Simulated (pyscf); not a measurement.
## `[AlH][Cl]`, doublet

Gas-phase minimum from PySCF at ωB97X-D3(BJ)/def2-SVP, one conformer. 

```
Al
H 1 1.6031
Cl 1 2.1156 2 116.18
```
Charge 0, spin multiplicity 2.

Properties at ωB97X-D3(BJ)/def2-SVP:

```json
{
  "harmonic_wavenumbers_unscaled": "523, 591, 1849 cm⁻¹",
  "zero_point_energy": "4.2 kcal/mol",
  "rotational_symmetry_number": "1",
  "Entropy of this conformer at 298 K and 1 atm, rigid rotor and harmonic oscillator, modes under 100 cm⁻¹ raised to 100": "257.7 J/(mol K)",
  "dipole_moment": "1.60 D",
  "Spin expectation value S2": "0.753"
}
```

Single-point totals, which compare only within one level (frozen core for MP2 and CC):

```tsv
level	total energy (hartree)
ωB97X-D3(BJ)/def2-TZVP	-703.29220
PBE/def2-TZVP	-702.93921
r²SCAN/def2-TZVP	-703.20978
B3LYP-D3(BJ)/def2-TZVP	-703.30938
PBE0-D3(BJ)/def2-TZVP	-703.00139
M06-2X/def2-TZVP	-703.23094
ωB97M-D3(BJ)/def2-TZVP	-703.35344
UHF/def2-TZVPP	-702.05443
MP2/def2-TZVPP	-702.29979
CCSD/def2-TZVPP	-702.32681
CCSD(T)/def2-TZVPP	-702.33744
```

The CCSD(T) − MP2 part came from Ansatz, without density fitting, on the same reference.
